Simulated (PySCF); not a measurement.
# Electron correlation in F³⁺ (fluorine, charge +3)

[He] 2s2 2p2, high-spin 3P determinant. All numbers are calculated (PySCF 2.14, the non-relativistic Hamiltonian (point nucleus), in aug-cc-pwCVDZ). Frozen: nothing; 6 electrons correlated.

MP2 pair energies summed by pair of shells (mhartree):

```json
{"pair": "2s-2p", "energy": "-36.73", "share (%)": "39.6"}
{"pair": "2s-2s", "energy": "-22.29", "share (%)": "24.1"}
{"pair": "1s-1s", "energy": "-20.33", "share (%)": "21.9"}
{"pair": "2p-2p", "energy": "-5.00", "share (%)": "5.4"}
{"pair": "1s-2s", "energy": "-4.33", "share (%)": "4.7"}
{"pair": "1s-2p", "energy": "-3.97", "share (%)": "4.3"}
```

Total MP2 correlation energy: -92.66 mhartree.

Same-spin part -12.70 and opposite-spin part -79.96 mhartree; SCS-MP2 scales them by 1/3 and 6/5 to -100.19 mhartree.
